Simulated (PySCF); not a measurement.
Static response to an electric field

Species: C2H13NSi3.
SMILES with atom numbers: `[SiH3:1][NH:2][CH2:3][CH:4]([SiH3:5])[SiH3:6]` (hydrogens: H7, H8, H9 on Si1; H10 on N2; H11, H12 on C3; H13 on C4; H14, H15, H16 on Si5; H17, H18, H19 on Si6)

Structure used (GFN2-xTB), in Å, numbered top down from 1:
```
atom  x, y, z in Å
Si1    2.9512    0.1013    0.2359
N2     1.3969    0.6710   -0.2165
C3     0.4194   -0.1323   -0.9110
C4    -1.0041    0.2984   -0.5720
Si5   -2.2675   -0.8432   -1.4179
Si6   -1.2203    0.4203    1.3197
H7     2.7284   -1.1041    1.0345
H8     3.5313    1.2022    1.0013
H9     3.8426   -0.2452   -0.8855
H10    1.2918    1.6500   -0.4376
H11    0.5770   -1.1693   -0.6039
H12    0.5756   -0.0912   -2.0021
H13   -1.1493    1.3062   -0.9798
H14   -3.6182   -0.3238   -1.2033
H15   -2.0009   -0.8856   -2.8605
H16   -2.1585   -2.2009   -0.8805
H17   -2.6272    0.7373    1.5933
H18   -0.3985    1.4847    1.8957
H19   -0.8795   -0.8663    1.9284
```

Level: B3LYP/def2-SVPD (PySCF), static field, nuclei fixed, core orbitals frozen in the response. The polarisability tensor in these axes (au):

```
x   131.60   4.71   4.71
y     4.71 100.64   7.44
z     4.71   7.44 113.27
```

Q: Diagonalise the tensor; give its mean and Δα, where Δα² is half the sum of the squared differences of the eigenvalues.

A: Principal values 97.03, 114.47 and 134.01 au; mean 115.17 au = 17.07 Å³ = 18.99 × 10⁻⁴⁰ C²·m²/J; Δα = 32.04 au (28 % of the mean).

Q: What is the dipole moment, and where does it point?

A: (0.29, 0.74, -0.94) D, 1.23 D in size, pointing from the negative to the positive side. Measured along this direction, the outermost atoms are H19 at the negative end and H10 and H12 at the positive end.

Q: Traceless (Buckingham) quadrupole moment about the centre of nuclear charge: eigenvalues?

A: -3.70, -1.90, 5.61 D·Å. The values depend on the origin, since the dipole doesn't vanish. The electronic extent ⟨r²⟩ about the same centre is 1667 bohr², a root-mean-square distance of 2.51 Å for the 74 electrons.

Q: Sum over states: ᾱ = Σ f/ω², ω in Eh. What share falls to these 8 lowest TDDFT singlets (eV, f)? 5.59, 0.0192; 6.26, 0.0042; 6.50, 0.0225; 6.56, 0.0240; 6.68, 0.0055; 6.80, 0.0037; 6.88, 0.0006; 7.03, 0.0135.

A: They add up to 1.70 au, 1.5 % of the 115.17 au; the largest single term is 0.45 au, from the state at 5.59 eV. Terms in order: 0.45, 0.08, 0.39, 0.41, 0.09, 0.06, 0.01, 0.20 au. Higher excitations give the rest. The strengths listed sum to 0.093.

Q: How large is μ²/3kT at 350 K beside α?

A: In Gaussian units μ²/3kT = 10.50 Å³ against 17.07 Å³, a ratio of 0.62; the Debye molar polarisation (4π/3)N_A(α + μ²/3kT) is 69.5 cm³/mol, leaving out the vibrational part.

Isolated species at its GFN2-xTB geometry (one conformer only).
